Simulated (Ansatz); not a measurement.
Reaction (formal exchange of groups at a B–S bond): `CB(O)S` + BH₃ → `BB(C)O` + H₂S

Program: Ansatz. Geometries: PBE0-D4/def2-TZVP. ΔE: electronic, gas phase. CCSD(T)/CBS is the MP2 limit (def2-TZVPP, def2-QZVPP) plus CCSD(T) − MP2 in def2-TZVPP, frozen cores. This one scheme is used for every species. DFT in def2-TZVPP. One conformer a species, not always the lowest.

`CB(O)S`:

```xyz
9

C     0.029   -1.066   -0.311
B    -0.214    0.364    0.275
O    -1.238    0.557    1.147
S     0.824    1.803   -0.171
H    -0.085   -1.065   -1.400
H     1.046   -1.411   -0.106
H    -0.672   -1.792    0.104
H    -1.337    1.457    1.468
H     1.646    1.152   -1.006
```

BH₃:

Z-matrix (Å, degrees):
```
B
H 1 1.193
H 1 1.193 2 120.0
H 1 1.193 2 120.0 3 180.0
```

`BB(C)O`:

Cartesian coordinates in Å:
```
B 0.986 0.498 1.104
B -0.243 -0.225 0.213
C -0.283 0.002 -1.345
O -1.249 -0.996 0.727
H 2.029 -0.058 1.314
H 0.913 1.627 1.507
H 0.705 0.050 -1.810
H -0.875 -0.768 -1.847
H -0.762 0.969 -1.544
H -1.221 -1.100 1.681
```

H₂S:

Z-matrix (Å, degrees):
```
S
H 1 1.341
H 1 1.341 2 92.3
```

```
 species  r2SCAN0 energy (Eh)
`CB(O)S`           -539.42133
     BH₃            -26.58748
`BB(C)O`           -166.60184
     H₂S           -399.36997
```

(1) Work out ΔE.

(2) What do rigid-rotor, harmonic-oscillator terms from PBE0-D4/def2-TZVP frequencies (298.15 K, 1 bar) make of the CCSD(T)/CBS value? (Estimate.)

Largest T1 diagnostic among the species: 0.012.

Results:

(1) ΔE = (-166.60184) + (-399.36997) − (-539.42133) − (-26.58748) = 0.03700 Eh = +97.1 kJ/mol. CCSD(T)/CBS gives +95.8 kJ/mol.

(2) Computed: ΔZPE = -3.7 kJ/mol, ΔH = +93.0 kJ/mol, ΔS = 15 J/(mol·K), ΔG = +88.4 kJ/mol.

The D4 term adds +3.6 kJ/mol with B3LYP and +1.8 kJ/mol with PBE0; it sums over pairs of atoms, weighted by their polarisabilities, and B3LYP, whose exchange is more repulsive, gets the larger term. Leaving LDA and LC-ωPBE aside and taking each functional with its dispersion term where it has one, the values, not all of them listed here, spread over 10.7 kJ/mol, from PBE-D4 to PBE-QIDH.

B3LYP here is the variant with VWN-RPA as its local correlation; programs differ in this.
